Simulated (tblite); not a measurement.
Compound: C2H9FSi4.
Atom-mapped SMILES: `[CH2:1]=[CH:2][Si:3]1([F:4])[SiH2:5][SiH2:6][SiH2:7]1` (hydrogens: H8, H9 on C1; H10 on C2; H11, H12 on Si5; H13, H14 on Si6; H15, H16 on Si7)

Computed with GFN2-xTB (tblite), gas phase: L-BFGS steps from a force-field or distance-geometry start until the largest atomic force falls under 0.01 eV/Å.

The end geometry, which sets the zero of energy:
```
atom  x, y, z in Å
C1     -3.2825    0.3840    0.2949
C2     -2.0427    0.1340    0.6931
Si3    -0.5293    0.1500   -0.4182
F4     -1.1328    0.5291   -1.8932
Si5     1.3153    1.5274    0.1044
Si6     2.7164   -0.3655   -0.0744
Si7     0.8657   -1.7513   -0.5554
H8     -4.1274    0.3646    0.9669
H9     -3.5026    0.6223   -0.7331
H10    -1.8692   -0.0995    1.7371
H11     1.5999    2.6565   -0.7903
H12     1.2629    2.1639    1.4293
H13     3.7496   -0.2996   -1.1177
H14     3.4939   -0.7118    1.1247
H15     0.8925   -2.4901   -1.8246
H16     0.5829   -2.8051    0.4309
```

**Question.** These geometries come from the run, each turned onto the end geometry. Order them by energy, lowest first.
A.
```
atom  x, y, z in Å
C1     -3.2943    0.4319    0.0805
C2     -2.0773    0.1633    0.5488
Si3    -0.4800    0.1482   -0.4367
F4     -0.7995    0.5133   -2.0310
Si5     1.3380    1.4592    0.3593
Si6     2.7111   -0.3059   -0.3504
Si7     0.8902   -1.7993   -0.2871
H8     -4.1692    0.4254    0.7003
H9     -3.4005    0.6497   -0.9623
H10    -1.9232   -0.0618    1.5945
H11     1.5008    2.8252   -0.1183
H12     1.2500    1.4749    1.8236
H13     3.0955   -0.0807   -1.7472
H14     3.9057   -0.6278    0.4113
H15     0.7182   -2.8697   -1.2637
H16     0.7269   -2.3368    1.0529
```
B.
```
atom  x, y, z in Å
C1     -3.3283    0.4327    0.0798
C2     -2.1671    0.1584    0.6596
Si3    -0.5242    0.1164   -0.2584
F4     -0.9591    0.4855   -1.8006
Si5     1.3392    1.4739    0.2809
Si6     2.7477   -0.3173   -0.3380
Si7     0.8931   -1.7753   -0.3721
H8     -4.2561    0.4505    0.6303
H9     -3.3937    0.6537   -0.9730
H10    -2.1679   -0.0551    1.7224
H11     1.5470    2.8013   -0.3136
H12     1.4048    1.7245    1.7335
H13     3.3860   -0.1414   -1.6494
H14     3.8774   -0.6478    0.5370
H15     0.7790   -2.7825   -1.4356
H16     0.8148   -2.5686    0.8716
```
C.
```
atom  x, y, z in Å
C1     -3.2893    0.4266    0.0800
C2     -2.0793    0.1681    0.5534
Si3    -0.4798    0.1411   -0.4188
F4     -0.8206    0.5047   -1.9766
Si5     1.3113    1.4613    0.3197
Si6     2.7304   -0.3169   -0.3317
Si7     0.8685   -1.7720   -0.3326
H8     -4.1861    0.4316    0.6827
H9     -3.4387    0.6567   -0.9615
H10    -1.9663   -0.0593    1.6067
H11     1.5176    2.8614   -0.0792
H12     1.2572    1.5316    1.7936
H13     3.1552   -0.0937   -1.7236
H14     3.9690   -0.6320    0.3933
H15     0.7238   -2.9195   -1.2398
H16     0.7198   -2.3807    1.0088
```
D.
```
atom  x, y, z in Å
C1     -3.3082    0.4062    0.1975
C2     -2.1075    0.1427    0.6950
Si3    -0.5203    0.1267   -0.3105
F4     -1.0211    0.5004   -1.8265
Si5     1.3247    1.5108    0.2078
Si6     2.7292   -0.3498   -0.1610
Si7     0.8735   -1.7788   -0.4523
H8     -4.2057    0.4108    0.7978
H9     -3.4401    0.6352   -0.8472
H10    -2.0176   -0.0824    1.7513
H11     1.5816    2.6871   -0.6341
H12     1.3204    2.0784    1.5671
H13     3.5512   -0.2185   -1.3716
H14     3.7223   -0.6928    0.8629
H15     0.8596   -2.5705   -1.6905
H16     0.6504   -2.7965    0.5886
```
E.
```
atom  x, y, z in Å
C1     -3.3159    0.4246    0.1110
C2     -2.1558    0.1513    0.6933
Si3    -0.5137    0.1059   -0.2185
F4     -0.9543    0.4764   -1.7568
Si5     1.3396    1.4876    0.2670
Si6     2.7511   -0.3341   -0.2637
Si7     0.8910   -1.7834   -0.3905
H8     -4.2527    0.4464    0.6464
H9     -3.3738    0.6453   -0.9421
H10    -2.1424   -0.0653    1.7547
H11     1.4732    2.7352   -0.4945
H12     1.4174    1.9275    1.6701
H13     3.4791   -0.1777   -1.5301
H14     3.8362   -0.6682    0.6673
H15     0.7356   -2.6374   -1.5730
H16     0.7779   -2.7253    0.7340
```

**Answer.** D (0.011 eV), E (0.022 eV), B (0.040 eV), C (0.109 eV), A (0.199 eV).

In the order of the answer:

| step | E above end (eV) | largest force (eV/Å) | rms force component (eV/Å) | rms distance from end (Å) | rms bond change (Å) | bond most changed (Å) |
| --- | --- | --- | --- | --- | --- | --- |
| 73 | 0.011 | 0.05 | 0.015 | 0.176 | 0.002 | Si6–H14 -0.003 |
| 56 | 0.022 | 0.06 | 0.017 | 0.314 | 0.002 | Si3–F4 +0.004 |
| 36 | 0.040 | 0.10 | 0.033 | 0.405 | 0.004 | Si3–Si5 +0.007 |
| 10 | 0.109 | 0.19 | 0.062 | 0.514 | 0.007 | Si3–Si7 -0.020 |
| 5 | 0.199 | 0.82 | 0.240 | 0.524 | 0.014 | Si3–F4 +0.028 |

What follows is the cost of the whole relaxation. Hardware: one thread of an AMD EPYC 9R45, shared host. Cost: 0.53 s.
